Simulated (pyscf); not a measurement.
H₃Si–Se–SiH₃, singlet

Gas-phase minimum from PySCF at ωB97X-D3(BJ)/def2-SVP, one conformer. 

```
Se
Si 1 2.2726
H 2 1.4872 1 106.80
H 2 1.4901 3 110.19 1 120.05
H 2 1.4902 3 110.17 4 119.88
Si 1 2.2727 2 93.89 3 179.95
H 6 1.4872 1 106.81 2 -179.04
H 6 1.4901 7 110.16 1 120.11
H 6 1.4902 7 110.19 8 119.87
```

Properties at ωB97X-D3(BJ)/def2-SVP:

```
Item                                                                                                                                                                                                                              Result
---------------------------------------------------------------------------------------------------------------------  -----------------------------------------------------------------------------------------------------------------
Harmonic wavenumbers, unscaled                                                                                         37, 101, 119, 417, 422, 583, 614, 620, 653, 909, 944, 945, 948, 964, 979, 2255, 2258, 2262, 2262, 2282, 2283 cm⁻¹
Zero-point energy                                                                                                                                                                                                          32.7 kcal/mol
Rotational symmetry number                                                                                                                                                                                                             2
Entropy of this conformer at 298 K and 1 atm, rigid rotor and harmonic oscillator, modes under 100 cm⁻¹ raised to 100                                                                                                    336.7 J/(mol K)
Dipole moment                                                                                                                                                                                                                     1.01 D
```

Single-point totals, which compare only within one level (frozen core for MP2 and CC):

```
level                   total energy (hartree)
----------------------  ----------------------
ωB97X-D3(BJ)/def2-TZVP             -2984.19956
PBE/def2-TZVP                      -2983.52368
r²SCAN/def2-TZVP                   -2984.13314
B3LYP-D3(BJ)/def2-TZVP             -2984.30067
PBE0-D3(BJ)/def2-TZVP              -2983.67492
M06-2X/def2-TZVP                   -2984.17178
ωB97M-D3(BJ)/def2-TZVP             -2984.29189
HF/def2-TZVPP                      -2981.26905
MP2/def2-TZVPP                     -2981.80113
CCSD/def2-TZVPP                    -2981.84793
CCSD(T)/def2-TZVPP                 -2981.86865
```

The lowest mode is so soft that the shape along it may change with the basis. Soft torsions are taken as harmonic, which can shift the entropy by several J/(mol K). The CCSD(T) − MP2 part came from Ansatz, without density fitting, on the same reference. The frozen core leaves the outer d or s,p core shells of the metals and heavy elements correlated in the MP2 and CC values, and def2-TZVPP describes them poorly, so these totals are far from the basis limit. Elements up to Kr have no core potential and no relativistic terms here.
